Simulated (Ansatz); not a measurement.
Rb₃H₃⁺. The state is a doublet with charge 1. Geometry PBE0-D4/def2-TZVP.

```tsv
atom	x (Å)	y (Å)	z (Å)
Rb1	5.271	1.057	-2.750
Rb2	1.415	0.123	0.684
Rb3	-3.175	-0.580	2.782
H4	-1.341	-0.201	-0.852
H5	-1.241	-0.160	-1.595
H6	-0.929	-0.238	1.731
```

In the def2 sets Rb takes a core potential; there is no spin–orbit coupling. In the doublet, H4 and H5 lie 0.75 Å apart (atoms count from 1), so H2 has formed as a molecule. The structure comes from a short search, and lower isomers may exist.

Estimate the α-spin orbital energies around the gap (eV) in Ansatz with PBE-D4/def2-TZVP, revPBE-D4/def2-TZVP, BLYP-D4/def2-TZVP, r2SCAN-D4/def2-TZVP, PBE0-D4/def2-TZVP.


```csv
orbital,PBE-D4/def2-TZVP,revPBE-D4/def2-TZVP,BLYP-D4/def2-TZVP,r2SCAN-D4/def2-TZVP,PBE0-D4/def2-TZVP
HOMO−9,-18.77,-18.76,-18.56,-19.28,-20.48
HOMO−8,-18.77,-18.76,-18.56,-19.28,-20.47
HOMO−7,-18.74,-18.72,-18.56,-19.24,-20.44
HOMO−6,-18.69,-18.65,-18.53,-19.20,-20.39
HOMO−5,-18.30,-18.26,-18.24,-18.79,-19.96
HOMO−4,-18.30,-18.25,-18.23,-18.78,-19.96
HOMO−3,-18.09,-18.04,-18.03,-18.54,-19.76
HOMO−2,-12.76,-12.76,-12.80,-13.17,-14.35
HOMO−1,-6.98,-6.91,-6.92,-7.01,-7.95
HOMO,-5.02,-4.96,-4.90,-4.97,-5.44
LUMO,-4.00,-4.02,-4.05,-3.48,-3.43
LUMO+1,-3.76,-3.66,-3.72,-3.13,-3.26
LUMO+2,-3.18,-3.15,-3.03,-3.03,-2.78
LUMO+3,-3.16,-3.12,-3.00,-3.02,-2.75
LUMO+4,-2.77,-2.75,-2.70,-2.24,-2.31
LUMO+5,-2.69,-2.71,-2.65,-2.13,-2.26
β HOMO,-6.97,-6.89,-6.91,-6.99,-7.93
β LUMO,-4.37,-4.43,-4.40,-3.86,-3.76
```
